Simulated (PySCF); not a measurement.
Spinor energies of Ge³⁺ (germanium, charge +3)

Start: [Ar] 3d10 4s1; 4s1/2 filled at m_j = +1/2. Calculated with PySCF 2.14 in x2c-TZVPall-2c: generalised Hartree-Fock with the X2C-1e Hamiltonian and a Gaussian nucleus; one run each with spin-orbit coupling (SO) switched off, then screened by Boettger's factors.

```json
{"spinor shell": "1s1/2", "electrons": "2", "ε, spin-free (eV)": "-11213.9", "ε, screened SO (eV)": "-11213.7", "weight of nominal j (screened SO)": "1.000", "rms radius, screened SO (bohr)": "0.0542"}
{"spinor shell": "2s1/2", "electrons": "2", "ε, spin-free (eV)": "-1488.0", "ε, screened SO (eV)": "-1487.9", "weight of nominal j (screened SO)": "1.000", "rms radius, screened SO (bohr)": "0.227"}
{"spinor shell": "2p1/2", "electrons": "2", "ε, spin-free (eV)": "-1299.9", "ε, screened SO (eV)": "-1321.7", "weight of nominal j (screened SO)": "1.000", "rms radius, screened SO (bohr)": "0.201"}
{"spinor shell": "2p3/2", "electrons": "4", "ε, spin-free (eV)": "-1299.9", "ε, screened SO (eV)": "-1289.3", "weight of nominal j (screened SO)": "1.000", "rms radius, screened SO (bohr)": "0.204"}
{"spinor shell": "3s1/2", "electrons": "2", "ε, spin-free (eV)": "-235.22", "ε, screened SO (eV)": "-235.21", "weight of nominal j (screened SO)": "1.000", "rms radius, screened SO (bohr)": "0.668"}
{"spinor shell": "3p1/2", "electrons": "2", "ε, spin-free (eV)": "-175.53", "ε, screened SO (eV)": "-178.64", "weight of nominal j (screened SO)": "0.999", "rms radius, screened SO (bohr)": "0.693"}
{"spinor shell": "3p3/2", "electrons": "4", "ε, spin-free (eV)": "-175.53", "ε, screened SO (eV)": "-174.03", "weight of nominal j (screened SO)": "1.000", "rms radius, screened SO (bohr)": "0.703"}
{"spinor shell": "3d3/2", "electrons": "4", "ε, spin-free (eV)": "-77.335", "ε, screened SO (eV)": "-77.723", "weight of nominal j (screened SO)": "0.986", "rms radius, screened SO (bohr)": "0.800"}
{"spinor shell": "3d5/2", "electrons": "6", "ε, spin-free (eV)": "-77.335", "ε, screened SO (eV)": "-77.076", "weight of nominal j (screened SO)": "0.991", "rms radius, screened SO (bohr)": "0.803"}
{"spinor shell": "4s1/2", "electrons": "1", "ε, spin-free (eV)": "-44.730", "ε, screened SO (eV)": "-44.730", "weight of nominal j (screened SO)": "1.000", "rms radius, screened SO (bohr)": "2.01"}
```

```csv
quantity,spin-free,screened SO
E (hartree),-2094.99502,-2095.07214
M_J,1/2,1/2
⟨J²⟩,0.750,0.750
⟨L²⟩,0.000,0.002
⟨S²⟩,0.750,0.752
```

Each row is a mean over spinors that exchange with the open shell spreads, by up to 0.663 eV (3s1/2).

Without spin-orbit coupling the j labels of p, d and f shells carry no meaning; the spin-free column gives the mean over the occupied spinors of each nl shell.
